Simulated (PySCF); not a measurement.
A structure optimised at PBE-D3(BJ)/def2-TZVP, used in a PySCF frequency run:

```xyz
5

O      0.0000     1.2312     0.0374
B      0.0000     0.0000    -0.5272
O      0.0000    -1.2312     0.0374
H      0.0000     1.2515     1.0188
H      0.0000    -1.2515     1.0188
```
Charge 0, spin multiplicity 2.

### Question
Write its SMILES, formula and point group.

### Answer
O[B]O, BH2O2, C2v

### Question
What are its rotational constants (standard atomic weights)?

### Answer
100.91, 9.7827, 8.9181 GHz
